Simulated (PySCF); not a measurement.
**Computed structure and properties of Re2O7**

System: Re2O7 (singlet); start: displaced along the imaginary mode (C2). Method: PySCF 2.14.0, RKS PBE0, Re def2-SVP with ECP60, O def2-SVP; non-relativistic Hamiltonian with scalar-relativistic core potentials where named; density fitting; no spin-orbit coupling.

Input of the relaxation:

```python
mol = gto.M(atom='''
Re     0.01482     0.04954     1.33287
Re     0.01482    -0.04954    -1.33287
O      1.41005    -0.00000    -0.00000
O     -0.89028     1.13256     0.25000
O     -0.89028    -1.13256    -0.25000
O      0.22788     1.27471     2.49914
O     -0.21588    -1.36149     2.28590
O     -0.21588     1.36149    -2.28590
O      0.22788    -1.27471    -2.49914''',
    basis={'Re': 'def2-SVP', 'O': 'def2-SVP'},
    ecp={'Re': 'def2-SVP'},
    charge=0, spin=0)
mf = dft.RKS(mol, xc='PBE0')
mf.grids.atom_grid = (50, 194)
mf = mf.density_fit()  # fitting sets: Re def2-universal-JKFIT, O def2-universal-JKFIT
mf.conv_tol = 1e-08; mf.max_cycle = 55
mf.kernel(dm0)  # dm0: converged density of the start geometry
# quasi-Newton relaxation in Cartesian coordinates to a largest gradient under 0.00045 Eh/bohr, steps kept in the point group
```

Run from Python with OMP_NUM_THREADS=4; the lines above give its settings. Where DIIS fails, smearing, a level shift and second-order steps follow.
It took 3.7 min on 4 threads of AMD EPYC 7R43 64-Core Processor (Zen 3), with other jobs on the host, from the converged density of the start.

Course of the relaxation:

| step | energy above end (eV) | largest force component within the symmetry (eV/Å) |
| --- | --- | --- |
| 0 | 3.9614 | 3.182 |
| 1 | 3.4537 | 1.843 |
| 2 | 2.7081 | 2.537 |
| 3 | 1.7045 | 2.341 |
| 4 | 1.1059 | 1.392 |
| 5 | 0.8891 | 1.189 |
| 6 | 0.6504 | 0.767 |
| 7 | 0.5211 | 0.540 |
| 24 | 0.0005 | 0.036 |
| 25 | 0.0003 | 0.025 |
| 26 | 0.0002 | 0.051 |
| 27 | 0.0001 | 0.025 |
| 28 | 0.0000 | 0.012 |
| 29 | 0.0000 | 0.011 |
(The steps between are left out.)

Relaxed geometry (D3):

```xyz
9

Re   -0.0358    0.4698    1.8181
Re   -0.0358   -0.4698   -1.8181
O    -0.0394    0.0000    0.0000
O    -1.2803    1.5666    2.1465
O    -1.2803   -1.5666   -2.1465
O     1.4357    1.1889    2.2384
O    -0.2584   -0.9006    2.7833
O    -0.2584    0.9006   -2.7833
O     1.4357   -1.1889   -2.2384
```

| contact | Å |
| --- | --- |
| Re1–O3 (O) | 1.878 |
| Re1–O4 (O) | 1.691 |
| Re2–O5 (O) | 1.691 |
| Re1–O6 (O) | 1.691 |
| Re1–O7 (O) | 1.691 |
| Re2–O8 (O) | 1.691 |
| Re2–O9 (O) | 1.691 |

On the finer grid (75, 302):

```yaml
HOMO: -10.38 eV
LUMO: -3.93 eV
Dipole_about_the_centre_of_mass: 0.01 D
Set_of_Mulliken_populations_of_Re1_outside_the_core_potential: s 2.40, p 6.37, d 4.62, f 0.25
D3_BJ_dispersion_energy_not_in_the_energies: -0.267 eV
```

| atom | Mulliken (e) | Löwdin (e) | spin (e) |
| --- | --- | --- | --- |
| Re1 | 1.37 | 0.48 | 0.00 |
| Re2 | 1.37 | 0.48 | 0.00 |
| O3 | -0.74 | -0.26 | 0.00 |
| O4 | -0.33 | -0.11 | 0.00 |
| O5 | -0.33 | -0.11 | 0.00 |
| O6 | -0.33 | -0.11 | 0.00 |
| O7 | -0.33 | -0.12 | 0.00 |
| O8 | -0.33 | -0.12 | 0.00 |
| O9 | -0.33 | -0.11 | 0.00 |

No frequency check is given for this geometry.

Rigid scan of O along the line from its metal:

(distance to O3 (Å), energy (eV)): (1.58, 2.692), (1.68, 1.087), (1.78, 0.256), (1.88, 0.000), (1.98, 0.256), (2.08, 1.087), (2.18, 2.692)

One start shape was tried, so this needn't be the lowest isomer.

No other spin state of this charge was computed.
